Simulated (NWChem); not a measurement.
## Ionisation of C₃H₅

```
C
C 1 1.3218
H 2 1.1049 1 122.52
H 2 1.1131 3 115.86 1 180.00
C 1 1.4658 2 141.95 3 180.00
H 5 1.1112 1 111.55 2 120.27
H 5 1.1112 6 106.90 1 -122.19
H 5 1.1180 6 107.47 7 -115.12
```
Charge 0, spin multiplicity 2.

Program: NWChem. Structure: optimised with UPBE/def2-SVP, a minimum by its harmonic frequencies.

Basis set: def2-TZVP. The species with one electron less has spin multiplicity 1 and keeps the geometry of the parent. Δ marks differences of total energies (open shells unrestricted). −ε marks an orbital energy of the parent. That orbital need not have the symmetry of the hole or added electron in the Δ rows. That singlet is a closed-shell solution.

B3LYP has NWChem's definition, with VWN1-RPA local correlation. The structure started from a generated list of species. The unpaired electrons of the parent sit in orbitals of symmetry a' (Cs labels of the run); other states weren't searched. The stability of the SCF solutions was not checked.

Problem. Order these methods by the first vertical ionisation energy they give, lowest first: −ε(alpha HOMO) of B3LYP, −ε(alpha HOMO) of PBE, −ε(alpha HOMO) of BP86, ΔB3LYP, G0W0@LDA (SVWN5), −ε(alpha HOMO) of M06-2X.

Solution. −ε(alpha HOMO) of PBE (4.82 eV), −ε(alpha HOMO) of BP86 (4.91 eV), −ε(alpha HOMO) of B3LYP (5.96 eV), −ε(alpha HOMO) of M06-2X (7.35 eV), G0W0@LDA (SVWN5) (7.82 eV), ΔB3LYP (8.58 eV)
